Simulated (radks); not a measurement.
The numbers below are computed, except where a source is named.
All-electron atom: the silver ion Ag3+ in [Kr] 4d8 (the NIST ground configuration). Code: a radial shooting solver on a logarithmic mesh with Libxc functionals. Model: scalar-relativistic Kohn-Sham, PBEsol, spin-unpolarised, spherical densities, finite nucleus; Fermi nuclear charge, rms radius 4.5454 fm. Some entries of the table are withheld. Estimate them.

| orbital | occ. | eigenvalue (Ry) | r(max) (bohr) | <1/r> (bohr^-1) |
|---|---|---|---|---|
| 1s | 2 | -1863.525 | (1) | 49.41 |
| 2s | 2 | -276.8856 | 0.1140 | 11.22 |
| 2p | 6 | -248.7126 | 0.09116 | 10.84 |
| 3s | 2 | (2) | 0.3328 | 3.942 |
| 3p | 6 | -43.85604 | 0.3259 | 3.756 |
| 3d | 10 | -29.25246 | 0.2737 | (3) |
| 4s | 2 | -9.81815 | 0.8205 | 1.524 |
| 4p | 6 | -7.11158 | 0.8731 | 1.375 |
| 4d | 8 | (4) | (5) | 1.064 |

Answer. 
(1) 1s r(max) (bohr): 0.02017
(2) 3s eigenvalue (Ry): -53.10908
(3) 3d <1/r> (bohr^-1): 3.530
(4) 4d eigenvalue (Ry): -3.21373
(5) 4d r(max) (bohr): 1.011
